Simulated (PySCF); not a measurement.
**BiF at PBE0**

Computed with PBE0; Bi cc-pVTZ-PP with ECP60, F cc-pVTZ; scalar-relativistic core potentials (PySCF 2.14).

| Item | Value |
| --- | --- |
| state | singlet, one real π or δ orbital doubly filled, a mixture of terms (⟨Lz²⟩ = 2.0), a second solution, started from another occupation |
| bond length | 2.030 Å |
| harmonic wavenumber | 568 cm⁻¹ |
| force constant | 3.32 mdyn/Å |
| rotational constant Be | 0.2349 cm⁻¹ |
| anharmonicity ωexe | 2.30 cm⁻¹ |
| vibration–rotation constant αe | 0.00134 cm⁻¹ |
| energy of the minimum from ground-state Bi + F | -2.55 eV |
| HOMO–LUMO gap | 1.04 eV |
| bond order (Mayer) | 0.94 |
| dipole moment (positive dipole means Bi(−)F(+)) | -2.95 D |

Spin–orbit coupling is left out, which matters for elements this heavy, above all for dissociation energies.
